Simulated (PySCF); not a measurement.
Write a Z-matrix for `P[SiH2][TeH]` as optimised with PBE0-D3(BJ)/def2-SVP.

Z-matrix in Å and degrees, rows numbered from 1:
```
P 
Si  1  2.2624
Te  2  2.5058  1  108.46
H   1  1.4278  2   93.52  3   -76.75
H   1  1.4317  2   94.25  3  -171.13
H   2  1.4938  1  108.01  3  -121.32
H   2  1.4944  1  114.98  3   116.72
H   3  1.6658  2   90.77  1   -51.62
```

Si2 (SiH2 silicon) is distorted tetrahedral (angles from 104.6° to 115.0°). P1 (three-coordinate phosphorus) is pyramidal (angles 94.2°, 94.1° and 93.5°, sum 281.9°, 0.86 Å off the plane of its three neighbours).

Computed with PBE0-D3(BJ)/def2-SVP geometry optimisation, gas phase, def2 core potentials past Kr in PySCF.

No PBE0-D3(BJ)/def2-SVP frequencies stand behind this structure, so it isn't proved a minimum. One conformer, not necessarily the lowest (H–P1–Si2–Te3 -77° and -171°, P1–Si2–Te3–H -52°).

Hardware: an Arm Neoverse N1 with one thread, shared host with 64 logical CPUs at a one-minute load of 56. Cost: 60 s, 0.38 GiB resident at most. That covers the optimisation of the geometry.
